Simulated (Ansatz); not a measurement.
TcNO₃H₂⁻, that is TcO3(NH2) with one electron more. Charge -1, multiplicity 2. Geometry PBE-D4/def2-SVP, that of the neutral singlet; atoms count from 1.

Cartesian coordinates in Å:
```
Tc 0.279 -0.671 -0.172
O 0.984 -0.564 -1.712
O 1.467 -1.057 0.970
O -0.985 -1.797 -0.226
N -0.470 1.004 0.352
H 0.086 1.734 0.808
H -1.360 1.352 -0.019
```

In the def2 sets Tc takes a core potential; there is no spin–orbit coupling. The highest occupied level of the charge -1 doublet lies above zero (up to 0.34 eV). By energy differences its removal costs 1.71 eV (vertical, to the charge 0 singlet, at PBE0-D4/def2-TZVPD); a positive level beside a positive removal energy at the same level points to self-interaction error.

Q: Estimate the Mulliken populations from the PBE0/def2-TZVPD orbitals of Ansatz.

A: 
```tsv
atom	charge (e)	spin (α − β)	d electrons
Tc1	2.20	0.62	4.55
O2	-0.93	0.03	–
O3	-0.93	0.19	–
O4	-0.93	0.16	–
N5	-0.61	-0.03	–
H6	0.10	0.02	–
H7	0.10	0.02	–
```
Mulliken values and Mayer orders depend strongly on the basis. With diffuse functions, as here, like atoms can get unlike values, and bond orders can come out too low or too high.

Q: Where does the spin sit?

A: Summed by element: Tc 0.62, O 0.37, N -0.03, H 0.04, of 1 unpaired in all. Largest on single atoms: Tc1 0.62, O3 0.19, O4 0.16.

Q: And the Mayer bond orders between bonded heavy atoms (over 0.3)?

A: Tc1–O2 1.23 (1.70 Å); Tc1–O3 1.22 (1.69 Å); Tc1–O4 1.22 (1.69 Å); Tc1–N5 0.84 (1.91 Å).
